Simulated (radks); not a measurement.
Values are calculated unless marked as measured or tabulated.
Q: Spherical quantum dot in the effective-mass picture: electrons in a well V = -V0 / (1 + exp((r - R)/a)) with V0 = 1.56, R = 10.4, a = 0.78, with a point charge +2 (a donor) at the centre, all in effective atomic units (hartree* = m*/eps^2 hartree, bohr* = eps/m* bohr), one dielectric constant everywhere. Level of theory: non-relativistic Kohn-Sham, LDA (Slater exchange, Perdew-Wang correlation), spin-polarised, spherical densities (a radial shooting solver with Libxc functionals). Levels are named by radial order and angular momentum (1s, 1p, 1d, 2s, ...), and open shells are averaged over m. Results are scaled to m* = 0.106 and eps = 17.9, for which hartree* = 9.002 meV and bohr* = 8.936 nm. At N = 8 the configuration is 1s2 1p(up 3, down 1) 2s2. Does electron 9 go into 1d up or 1p down or 1d down?

A: Into 1p down. The total energies of the other choices lie higher by 0.314 meV (1d up), 0.430 meV (1d down).
